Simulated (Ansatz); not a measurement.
Isolated molecules relaxed with PBE0-D4/def2-TZVP in Ansatz; ΔE leaves out vibrations. CCSD(T)/CBS is the MP2 limit (def2-TZVPP, def2-QZVPP) plus CCSD(T) − MP2 in def2-TZVPP, frozen cores. This one scheme is used for every species. DFT in def2-TZVPP. B3LYP here is the variant with VWN-RPA as its local correlation; programs differ in this. One conformer a species, not always the lowest.

Reaction (redistribution): `N#C[Si](F)(F)F` + `[F][AlH][CH2][SiH3]` → `N#C[SiH](F)F` + `[F][AlH][CH](F)[SiH3]`

Is it downhill or uphill in electronic energy at CCSD(T)/CBS, and by how much? (An estimate is asked.)

The calculation gave: Uphill: ΔE = +291.8 kJ/mol.

What do these levels give: PBE-D4, r2SCAN-D4, B3LYP-D4, ωB97M-V, B2PLYP, r2SCAN, HF/def2-TZVPP, MP2/def2-TZVPP, CCSD(T)/def2-TZVPP, HF/def2-QZVPP, MP2/def2-QZVPP, SCS-MP2/def2-QZVPP? (Best estimate.)

The calculation gave: PBE-D4 266.2, r2SCAN-D4 287.5, B3LYP-D4 274.0, ωB97M-V 282.2, B2PLYP 284.7, r2SCAN 287.4, HF/def2-TZVPP 290.6, MP2/def2-TZVPP 303.7, CCSD(T)/def2-TZVPP 291.3, HF/def2-QZVPP 293.2, MP2/def2-QZVPP 304.9, SCS-MP2/def2-QZVPP 296.0 kJ/mol.

Largest T1 diagnostic among the species: 0.013.

From PBE to PBE0 (25 % exact exchange), in def2-TZVPP and without D4, ΔE moves by +13.3 kJ/mol.
